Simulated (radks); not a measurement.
Question: These are the eigenvalues of the occupied orbitals of an atom or ion with whole-number occupations (Ry). Calculated with a radial shooting solver on a logarithmic mesh with Libxc functionals: Dirac Kohn-Sham, PBE, spin-unpolarised, spherical densities, finite nucleus; Fermi nuclear charge, rms radius of each element as measured or else 0.836 A^(1/3) + 0.57 fm.

| orbital | eigenvalue |
|---|---|
| 1s1/2 | -1860.567 |
| 2s1/2 | -273.8725 |
| 2p1/2 | -254.5095 |
| 2p3/2 | -241.6233 |
| 3s1/2 | -50.21081 |
| 3p1/2 | -42.50767 |
| 3p3/2 | -40.23352 |
| 3d3/2 | -26.59763 |
| 3d5/2 | -26.13968 |
| 4s1/2 | -6.98163 |
| 4p1/2 | -4.56019 |
| 4p3/2 | -4.18651 |
| 4d3/2 | -0.57200 |
| 4d5/2 | -0.53108 |
| 5s1/2 | -0.32382 |

Which element is it, and in what charge state? The configuration may be excited. Open shells, if any, are shared by 2j + 1.

Answer: Z = 47, silver, charge 0: Ag in [Kr] 4d10 5s1. The list shows which subshells hold electrons but not how many an open one holds; the 1s level, -930.28 hartree, gives Z - s = 43.1 by -(Z - s)^2/2, which with screening and relativity narrows Z to a few neighbours, and the depths of the outer levels then fix element, charge and occupations together.
